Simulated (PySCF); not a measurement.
**Atomic charges against the basis set**

C3H7BO2.
Cartesian coordinates in Å at the PBE0-D3(BJ)/def2-SVP level; atoms count from 1:
```
atom  x, y, z in Å
C1     2.1903    0.2928    0.4520
B2     0.6751    0.0793    0.1424
O3     0.2141   -0.6423   -0.9259
C4    -1.2011   -0.6170   -0.9159
C5    -1.5761    0.2384    0.3138
O6    -0.3396    0.6053    0.8962
H7     2.3531    0.6403    1.4814
H8     2.7647   -0.6296    0.2845
H9     2.6038    1.0530   -0.2313
H10   -1.5862   -1.6472   -0.8457
H11   -1.5683   -0.1831   -1.8600
H12   -2.1388    1.1459    0.0407
H13   -2.1782   -0.3199    1.0490
```

PBE0 throughout (PySCF), one geometry, spherical d and f functions. Isolated species at its PBE0-D3(BJ)/def2-SVP geometry, gas phase. Atoms taken as equivalent share a column and are averaged.

Mulliken charges (e):

```csv
basis,functions,C1,B2,O3/O6,C4/C5,H7/H8/H9,H10/H11/H12/H13
STO-3G,37,-0.341,+0.360,-0.248,-0.059,+0.080,+0.089
6-31G,68,-0.727,+0.750,-0.541,-0.120,+0.182,+0.188
pcSseg-0,68,-1.080,+1.058,-0.670,-0.185,+0.242,+0.252
6-31G*,98,-0.747,+0.612,-0.446,-0.124,+0.189,+0.177
cc-pVDZ,119,-0.202,+0.122,-0.212,+0.077,+0.056,+0.046
def2-SVP,119,-0.165,+0.078,-0.270,+0.121,+0.066,+0.046
aug-cc-pVDZ,201,+0.552,+0.667,-0.599,+0.962,-0.289,-0.270
"6-311+G(2d,p)",204,-0.700,+1.270,-0.647,-0.151,+0.164,+0.134
def2-TZVP,228,-0.457,+0.279,-0.282,-0.053,+0.142,+0.105
cc-pVTZ,278,-0.371,+0.182,-0.221,+0.001,+0.107,+0.077
IGLO-III,280,-0.588,+0.750,-0.440,-0.049,+0.125,+0.110
pcSseg-2,314,-0.146,+0.463,-0.485,+0.191,+0.049,+0.031
```

IAO charges (e):

```csv
basis,functions,C1,B2,O3/O6,C4/C5,H7/H8/H9,H10/H11/H12/H13
STO-3G,37,-0.535,+0.346,-0.249,-0.143,+0.142,+0.137
6-31G,68,-0.596,+0.471,-0.388,-0.112,+0.167,+0.155
pcSseg-0,68,-0.585,+0.452,-0.379,-0.106,+0.163,+0.153
6-31G*,98,-0.587,+0.510,-0.407,-0.073,+0.160,+0.140
cc-pVDZ,119,-0.585,+0.495,-0.401,-0.072,+0.160,+0.139
def2-SVP,119,-0.577,+0.491,-0.400,-0.067,+0.157,+0.138
aug-cc-pVDZ,201,-0.600,+0.507,-0.414,-0.076,+0.165,+0.144
"6-311+G(2d,p)",204,-0.604,+0.514,-0.418,-0.076,+0.166,+0.145
def2-TZVP,228,-0.605,+0.518,-0.419,-0.074,+0.166,+0.144
cc-pVTZ,278,-0.606,+0.517,-0.417,-0.075,+0.166,+0.144
IGLO-III,280,-0.606,+0.517,-0.419,-0.076,+0.166,+0.145
pcSseg-2,314,-0.605,+0.519,-0.419,-0.075,+0.166,+0.144
```

Hirshfeld charges (e):

| basis | functions | C1 | B2 | O3/O6 | C4/C5 | H7/H8/H9 | H10/H11/H12/H13 |
| --- | --- | --- | --- | --- | --- | --- | --- |
| STO-3G | 37 | -0.107 | +0.167 | -0.151 | +0.055 | +0.018 | +0.020 |
| 6-31G | 68 | -0.170 | +0.219 | -0.202 | +0.020 | +0.045 | +0.045 |
| pcSseg-0 | 68 | -0.182 | +0.219 | -0.191 | +0.018 | +0.044 | +0.045 |
| 6-31G* | 98 | -0.171 | +0.221 | -0.193 | +0.019 | +0.044 | +0.041 |
| cc-pVDZ | 119 | -0.189 | +0.221 | -0.176 | +0.008 | +0.046 | +0.041 |
| def2-SVP | 119 | -0.194 | +0.230 | -0.183 | +0.010 | +0.046 | +0.043 |
| aug-cc-pVDZ | 201 | -0.200 | +0.244 | -0.191 | -0.001 | +0.049 | +0.048 |
| 6-311+G(2d,p) | 204 | -0.191 | +0.246 | -0.196 | +0.004 | +0.047 | +0.047 |
| def2-TZVP | 228 | -0.195 | +0.245 | -0.191 | +0.002 | +0.048 | +0.046 |
| cc-pVTZ | 278 | -0.197 | +0.243 | -0.188 | +0.002 | +0.048 | +0.046 |
| IGLO-III | 280 | -0.199 | +0.248 | -0.192 | -0.001 | +0.048 | +0.048 |
| pcSseg-2 | 314 | -0.200 | +0.250 | -0.192 | -0.001 | +0.049 | +0.048 |

Some averages cover members that differ in this geometry, most widely: H7/H8/H9, Mulliken in aug-cc-pVDZ -0.358 to -0.228; O3/O6, Mulliken in aug-cc-pVDZ -0.615 to -0.584; C4/C5, Mulliken in aug-cc-pVDZ +0.950 to +0.975 e.

**Question.** Which scheme is steadiest as the basis changes?

**Answer.** Largest range over the bases for any column: Hirshfeld 0.09 e, IAO 0.17 e, Mulliken 1.63 e. Hirshfeld charges move least and Mulliken charges most, counted in e. Without the minimal STO-3G basis the ranges are Hirshfeld 0.03, IAO 0.07, Mulliken 1.63 e.

**Question.** How much do the charges still move between the two largest bases, IGLO-III and pcSseg-2?

**Answer.** At most, over all atoms: Mulliken 0.442 e, IAO 0.001 e, Hirshfeld 0.002 e.

**Question.** What do the same runs give for the total energy, the frontier levels and the dipole moment?

**Answer.** 
| basis | energy (Eh) | HOMO (eV) | LUMO (eV) | μ (D) |
| --- | --- | --- | --- | --- |
| STO-3G | -289.8574 | -4.80 | 4.87 | 1.69 |
| 6-31G | -293.4892 | -7.79 | 1.62 | 2.04 |
| pcSseg-0 | -292.9100 | -7.96 | 1.53 | 2.43 |
| 6-31G* | -293.5855 | -7.65 | 1.83 | 1.65 |
| cc-pVDZ | -293.6069 | -7.68 | 1.60 | 1.58 |
| def2-SVP | -293.3769 | -7.81 | 1.54 | 1.72 |
| aug-cc-pVDZ | -293.6268 | -7.87 | -0.09 | 1.57 |
| 6-311+G(2d,p) | -293.6804 | -7.90 | 0.11 | 1.60 |
| def2-TZVP | -293.7050 | -7.88 | 0.84 | 1.56 |
| cc-pVTZ | -293.6964 | -7.84 | 1.12 | 1.56 |
| IGLO-III | -293.7124 | -7.88 | 0.66 | 1.56 |
| pcSseg-2 | -293.7062 | -7.90 | 0.53 | 1.60 |

The dipole is fixed by the density alone, so its range of 0.87 D shows that the density itself changes with the basis, not only its division among atoms.
